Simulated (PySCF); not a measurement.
These are r2SCAN-D4/def2-TZVP (PySCF) values and carry that method's errors. All species are isolated molecules in the gas phase. 

Reference species (SMILES): `O[SiH3]` (neutral, multiplicity 1).

The dipole moment is 1.36 D.

Changed species: `FC(F)([SiH3])F` (X = trifluoromethyl, parent; the reference has X = hydroxy, parent).

Task: Predict the effect on the dipole moment.

Result: the dipole moment increases by 0.76 D, to 2.12 D.
